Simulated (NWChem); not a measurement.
Program: NWChem. System: C$_{3}$H$_{5}$O$_{2}$, charge 0, spin multiplicity 2, at a geometry optimised with UB3LYP/def2-SVP. The structure started from a generated list of species. Its SCF solution wasn't tested for a lower state. Level: UCAM-B3LYP/def2-TZVP.

Job file:

```
start mol
memory heap 200 mb stack 900 mb global 1100 mb
geometry units angstroms nocenter noautoz noautosym
  C     -1.806946    -0.142471     0.110911
  C     -0.513347    -0.752976     0.610789
  O      0.516790     0.273129     0.810032
  C      1.227504     0.634479    -0.230625
  O      1.198940     0.259989    -1.360721
  H     -1.673460     0.305729    -0.885058
  H     -2.171620     0.631670     0.803093
  H     -2.578883    -0.924916     0.030748
  H     -0.630102    -1.211194     1.602161
  H     -0.115041    -1.500427    -0.091882
end
basis spherical
  * library def2-tzvp
end
dft
  xc xcamb88 1.00 lyp 0.81 vwn_5 0.19 hfexch 1.00
  cam 0.33 cam_alpha 0.19 cam_beta 0.46
  odft
  mult 2
  direct
  iterations 100
end
task dft energy
```

Output (cleaned and shortened):

```
             Northwest Computational Chemistry Package (NWChem) 7.3.0
             --------------------------------------------------------

                                NWChem Input Module
                                -------------------

 Scaling coordinates for geometry "geometry" by  1.889725989
 (inverse scale =  0.529177249)

                             Geometry "geometry" -> ""
                             -------------------------

 Output coordinates in angstroms (scale by  1.889725989 to convert to a.u.)

  No.       Tag          Charge          X              Y              Z
 ---- ---------------- ---------- -------------- -------------- --------------
    1 C                    6.0000    -1.80694600    -0.14247100     0.11091100
    2 C                    6.0000    -0.51334700    -0.75297600     0.61078900
    3 O                    8.0000     0.51679000     0.27312900     0.81003200
    4 C                    6.0000     1.22750400     0.63447900    -0.23062500
    5 O                    8.0000     1.19894000     0.25998900    -1.36072100
    6 H                    1.0000    -1.67346000     0.30572900    -0.88505800
    7 H                    1.0000    -2.17162000     0.63167000     0.80309300
    8 H                    1.0000    -2.57888300    -0.92491600     0.03074800
    9 H                    1.0000    -0.63010200    -1.21119400     1.60216100
   10 H                    1.0000    -0.11504100    -1.50042700    -0.09188200

 Effective nuclear repulsion energy (a.u.)     170.2666946438

            Nuclear Dipole moment (a.u.)
            ----------------------------
        X                 Y               Z
 ---------------- ---------------- ----------------
     0.0000000000    -0.0000037795     0.0000000000


 Summary of "ao basis" -> "" (spherical)
 ------------------------------------------------------------------------------
       Tag                 Description            Shells   Functions and Types
 ---------------- ------------------------------  ------  ---------------------
 *                         def2-tzvp                  on all atoms
[...]
 overlap   0.995  0.999  0.998  0.999  0.999  0.999  0.998  0.995  0.996  0.997

   alpha     91     92     93     94     95     96     97     98     99    100
    beta     91     92     93     94     95     96     97     98     99    100
 overlap   0.996  0.995  0.998  0.999  0.998  0.998  0.994  0.994  1.000  1.000

   alpha    101    102    103    104    105    106    107    108    109    110
    beta    101    102    103    104    105    106    108    107    109    110
 overlap   0.998  0.997  1.000  1.000  0.999  0.994  0.780  0.787  0.998  0.999

   alpha    111    112    113    114    115    116    117    118    119    120
    beta    111    112    113    114    115    116    117    118    119    120
 overlap   0.999  0.984  0.988  0.992  0.994  0.997  0.992  0.954  0.979  0.986

   alpha    121    122    123    124    125    126    127    128    129    130
    beta    121    122    123    124    125    126    127    128    129    130
 overlap   0.955  0.965  0.896  0.878  0.975  0.963  0.964  0.985  0.977  0.985

   alpha    131    132    133    134    135    136    137    138    139    140
    beta    131    133    132    134    135    136    137    138    139    140
 overlap   0.995  0.952  0.955  0.997  0.998  0.990  0.989  0.954  0.953  0.998

   alpha    141    142    143    144    145    146    147    148    149    150
    beta    141    142    143    144    145    146    147    148    149    150
 overlap   0.999  0.999  0.963  0.961  0.990  0.999  0.996  0.999  0.999  0.994

   alpha    151    152    153    154    155    156    157    158    159    160
    beta    151    152    153    154    155    156    157    158    159    160
 overlap   0.992  0.997  0.998  0.999  0.999  0.999  1.000  1.000  0.999  1.000

   alpha    161    162    163    164    165    166    167    168    169    170
    beta    161    162    163    164    165    166    167    168    169    170
 overlap   1.000  1.000  1.000  1.000  0.999  1.000  1.000  0.999  0.999  0.998

   alpha    171    172    173    174    175    176    177    178    179    180
    beta    171    172    173    174    175    176    177    178    179    180
 overlap   0.999  0.998  1.000  0.999  1.000  0.998  0.998  1.000  1.000  1.000

   alpha    181    182    183    184    185
    beta    181    182    183    184    185
 overlap   1.000  1.000  1.000  1.000  1.000

     --------------------------
     Expectation value of S2:
     --------------------------
      <S2> =      0.7537 (Exact =     0.7500)

 center of mass
 --------------
 x =   0.18383303 y =   0.06922712 z =  -0.03738730

 moments of inertia (a.u.)
 ------------------
         244.763853356388         -91.082674514159         107.754804831162
         -91.082674514159         539.476460129732          39.775216690667
         107.754804831162          39.775216690667         431.557547859161

     Multipole analysis of the density
     ---------------------------------

     L   x y z        total         alpha         beta         nuclear
     -   - - -        -----         -----         ----         -------
     0   0 0 0     -0.000000    -20.000000    -19.000000     39.000000

     1   1 0 0     -0.894097     -1.674653      0.780557      0.000000
     1   0 1 0     -0.525220     -0.922444      0.397228     -0.000004
     1   0 0 1      0.552592      0.529187      0.023405      0.000000

     2   2 0 0    -22.508522   -119.553167   -111.596948    208.641592
     2   1 1 0     -0.167783    -26.465324    -22.259512     48.557053
     2   1 0 1      0.867478     29.339872     28.042930    -56.515325
     2   0 2 0    -21.538235    -34.186956    -30.713911     43.362632
     2   0 1 1     -0.578280     11.274292     10.955329    -22.807901
     2   0 0 2    -24.686712    -61.165890    -58.859724     95.338902

 Task  times  cpu:      388.3s     wall:      388.3s

 Total times  cpu:      388.4s     wall:      388.4s
```
